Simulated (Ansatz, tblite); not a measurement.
Spin states of Ag₃O⁺ (the lowest singlet isomer of a short search), each relaxed with B3LYP-D4/def2-SVP in Ansatz. Electronic energies in the gas phase.

In the def2 sets Ag takes a core potential; there is no spin–orbit coupling. The xTB rows come from tblite. LC-ωPBE has ω = 0.4 bohr⁻¹. B3LYP takes the VWN-RPA correlation. The structure comes from a short search, and lower isomers may exist.

Singlet geometry (C3v within 0.1 Å):

Cartesian coordinates in Å:
```
Ag -0.655 1.961 -0.072
Ag 1.702 -0.482 1.073
Ag -1.005 -1.466 -1.059
O -0.042 -0.013 0.059
```

Triplet geometry (D3h within 0.1 Å):

```csv
atom,x (Å),y (Å),z (Å)
Ag1,0.482,0.670,2.032
Ag2,1.424,-1.245,-1.110
Ag3,-1.904,0.577,-0.923
O4,-0.001,-0.002,0.001
```

Quintet geometry (Cs within 0.1 Å):

```xyz
4

Ag    0.4592   -3.3885   -0.7315
Ag   -0.9891    2.4893    1.3581
Ag    0.2866   -0.6352   -0.3894
O     0.2434    1.5344   -0.2372
```

⟨S²⟩: triplet 2.00 at PBE0-D4/def2-TZVP (pure 2.00), quintet 6.02 at PBE0-D4/def2-TZVP (pure 6.00).

Run but left out: HF/STO-3G (triplet: ⟨S²⟩ 3.92, where a pure state has 2.00); HF/STO-3G (quintet: ⟨S²⟩ 7.02, where a pure state has 6.00).

Only these spin states were relaxed. The quintet has other bonds than the singlet, so the gap mixes isomer and spin.

| level | triplet − singlet (kcal/mol) | quintet − singlet (kcal/mol) | lowest of these |
| --- | --- | --- | --- |
| GFN1-xTB | 55.2 | 131.0 | singlet |
| PBE-D4/def2-TZVP | 35.6 | 96.0 | singlet |
| B3LYP-D4/def2-TZVP | 37.5 | 100.8 | singlet |
| ωB97X-V/def2-TZVP | 53.3 | 117.4 | singlet |

Task: Estimate the rows for GFN2-xTB, r2SCAN-D4/def2-TZVP, r2SCANh-D4/def2-TZVP, LC-ωPBE/def2-TZVP.

Result: 
```
               level  triplet − singlet (kcal/mol)  quintet − singlet (kcal/mol)  lowest of these
            GFN2-xTB                          62.9                         131.4          singlet
 r2SCAN-D4/def2-TZVP                          38.0                          95.0          singlet
r2SCANh-D4/def2-TZVP                          39.0                          97.1          singlet
   LC-ωPBE/def2-TZVP                          57.5                         117.6          singlet
```

The xTB methods have no term that favours high spin, so they put low spin too low.
